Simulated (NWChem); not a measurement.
System: 1-butanol (C₄H₁₀O); SMILES C(CCO)C

Input file for NWChem:

```
start job
memory heap 200 mb stack 900 mb global 1100 mb
geometry units angstroms noautosym nocenter noautoz
  C      0.337272    -2.511097     0.000034
  C     -0.508022    -1.232948    -0.001599
  C      0.340661     0.044386     0.000277
  C     -0.495642     1.317627    -0.000648
  O      0.393182     2.429640     0.000818
  H      0.985628    -2.557643    -0.883475
  H     -0.293442    -3.407456    -0.000996
  H      0.982493    -2.557478     0.885843
  H     -1.170799    -1.233402     0.875652
  H     -1.167123    -1.233249    -0.881611
  H      0.995931     0.060401     0.881451
  H      0.998777     0.060993    -0.878774
  H     -1.152064     1.332660     0.886251
  H     -1.149774     1.333049    -0.889236
  H     -0.139847     3.238784     0.002528
end
basis spherical
  C library 6-31g*
  O library 6-31g*
  H library 6-31g*
end
dft
  xc hfexch
  iterations 150
end
property
  shielding 11 1 2 3 4 5 6 7 9 11 13 15
end
task dft property
```

Excerpt of the output:

```
             Northwest Computational Chemistry Package (NWChem) 7.3.0
             --------------------------------------------------------

                             Geometry "geometry" -> ""
                             -------------------------

 Output coordinates in angstroms (scale by  1.889725989 to convert to a.u.)

  No.       Tag          Charge          X              Y              Z
 ---- ---------------- ---------- -------------- -------------- --------------
    1 C                    6.0000     0.33727200    -2.51109700     0.00003400
    2 C                    6.0000    -0.50802200    -1.23294800    -0.00159900
    3 C                    6.0000     0.34066100     0.04438600     0.00027700
    4 C                    6.0000    -0.49564200     1.31762700    -0.00064800
    5 O                    8.0000     0.39318200     2.42964000     0.00081800
    6 H                    1.0000     0.98562800    -2.55764300    -0.88347500
    7 H                    1.0000    -0.29344200    -3.40745600    -0.00099600
    8 H                    1.0000     0.98249300    -2.55747800     0.88584300
    9 H                    1.0000    -1.17079900    -1.23340200     0.87565200
   10 H                    1.0000    -1.16712300    -1.23324900    -0.88161100
   11 H                    1.0000     0.99593100     0.06040100     0.88145100
   12 H                    1.0000     0.99877700     0.06099300    -0.87877400
   13 H                    1.0000    -1.15206400     1.33266000     0.88625100
   14 H                    1.0000    -1.14977400     1.33304900    -0.88923600
   15 H                    1.0000    -0.13984700     3.23878400     0.00252800

 Effective nuclear repulsion energy (a.u.)     184.4283794586

  xc_inp: hfexch multiplicative factor not found.
                              NWChem Property Module
                              ----------------------

  itol2e modified to match energy
  convergence criterion.

                                 NWChem DFT Module
                                 -----------------

[...]

          -----------------------------------------
          Chemical Shielding Tensors (GIAO, in ppm)
          -----------------------------------------

                                NWChem CPHF Module
                                ------------------

  scftype          =     RHF
  nclosed          =       21
  nopen            =        0
  variables        =     1449
  # of vectors     =        3
  tolerance        = 0.10D-03
  level shift      = 0.00D+00
  max iterations   =       50
  max subspace     =       30

 SCF residual:    4.5387127397510846E-005

Iterative solution of linear equations
  No. of variables     1449
  No. of equations        3
  Maximum subspace       30
        Iterations       50
       Convergence  1.0D-04

   iter   nsub   residual    time
   ----  ------  --------  ---------
     1      3    9.31D-01      32.4
     2      6    9.34D-02      33.7
     3      9    1.81D-02      34.8
     4     12    6.04D-03      36.1
     5     15    9.87D-04      37.1
     6     18    1.00D-04      38.2
     7     21    1.42D-05      39.5

      Atom:    1  C
        Diamagnetic
    246.0923     -6.1222      0.0071
     -6.1222    255.4751     -0.0114
      0.0071     -0.0114    242.5504

        Paramagnetic
    -63.5124     -0.7463      0.0144
     -0.7463    -59.5113      0.0025
      0.0144      0.0025    -67.1285

        Total Shielding Tensor
    182.5799     -6.8685      0.0215
     -6.8685    195.9637     -0.0089
      0.0215     -0.0089    175.4220

           isotropic =     184.6552
          anisotropy =      21.3091

          Principal Components and Axis System
                 1           2           3
              198.8613    179.6824    175.4219

      1        -0.3887      0.9214     -0.0038
      2         0.9214      0.3887     -0.0008
      3        -0.0007      0.0038      1.0000

      Atom:    2  C
        Diamagnetic
    243.5913      0.2004      0.0141
      0.2004    256.5724      0.0026
      0.0141      0.0026    236.6594

        Paramagnetic
    -62.5545      1.7286     -0.0020
      1.7286    -66.6835      0.0020
     -0.0020      0.0020    -61.8951

        Total Shielding Tensor
    181.0368      1.9290      0.0121
      1.9290    189.8889      0.0046
      0.0121      0.0046    174.7643

           isotropic =     181.8967
          anisotropy =      12.5915

          Principal Components and Axis System
                 1           2           3
              190.2910    180.6347    174.7643

      1         0.2041      0.9790     -0.0019
      2         0.9790     -0.2041     -0.0001
      3         0.0004      0.0019      1.0000

      Atom:    3  C
        Diamagnetic
    241.5748      1.0442      0.0134
      1.0442    259.0321      0.0091
      0.0134      0.0091    234.3866

        Paramagnetic
    -72.6473      1.0250      0.0385
      1.0250    -68.4603      0.0042
      0.0385      0.0042    -85.8181

        Total Shielding Tensor
    168.9275      2.0692      0.0519
      2.0692    190.5718      0.0133
      0.0519      0.0133    148.5685

           isotropic =     169.3559
          anisotropy =      32.1179

          Principal Components and Axis System
                 1           2           3
              190.7679    168.7316    148.5684

      1         0.0943      0.9955     -0.0025
      2         0.9955     -0.0943     -0.0002
      3         0.0004      0.0025      1.0000

      Atom:    4  C
        Diamagnetic
    242.1701      3.3830      0.0144
      3.3830    252.2311      0.0074
      0.0144      0.0074    232.0326

[...]
```

Level: Hartree-Fock/6-31G* (spherical d), GIAO. All runs use the structure optimised with B3LYP/6-31G* (spherical d). The output numbers the shielded atoms by their place in the input's list. The printed shielding anisotropy is the first printed principal value minus the mean of the other two.
